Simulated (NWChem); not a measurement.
System: C$_{2}$H$_{8}$GeO; SMILES CC[O][GeH3]

```xyz
12

Ge    -0.0045     1.2007     0.0027
O      0.5028    -0.5306    -0.0188
C     -0.5090    -1.5287    -0.0127
C      0.1530    -2.8970     0.0152
H     -0.8578     1.5065    -1.2636
H     -0.8440     1.4747     1.2853
H      1.3251     1.9874     0.0040
H     -1.1817    -1.4148     0.8747
H     -1.1631    -1.4421    -0.9167
H      0.7829    -3.0032     0.9208
H     -0.6076    -3.7038     0.0174
H      0.8042    -3.0287    -0.8719
```
Atoms are numbered in this order, from 1.

Results from NWChem. Coordinates come from a PBE-D3(BJ)/def2-SVP optimisation. Level B3LYP/def2-SVP: energy and gradient; each run changes one setting, and changes count from the defaults (medium grid, exact Coulomb integrals, symmetry on).

**Question.** Which setting moves the energy most, and by about how much (Becke weights; tight SCF thresholds and tolerances; defaults; coarse grid)?

**Answer.** coarse grid, by about 200 μHa.
```json
[
 {"setting": "defaults", "size of the energy change (μHa)": "< 10", "largest change of a gradient component (μHa/bohr)": "< 30"},
 {"setting": "coarse grid", "size of the energy change (μHa)": "200", "largest change of a gradient component (μHa/bohr)": "800"},
 {"setting": "Becke weights", "size of the energy change (μHa)": "30", "largest change of a gradient component (μHa/bohr)": "100"},
 {"setting": "tight SCF thresholds and tolerances", "size of the energy change (μHa)": "< 10", "largest change of a gradient component (μHa/bohr)": "80"}
]
```
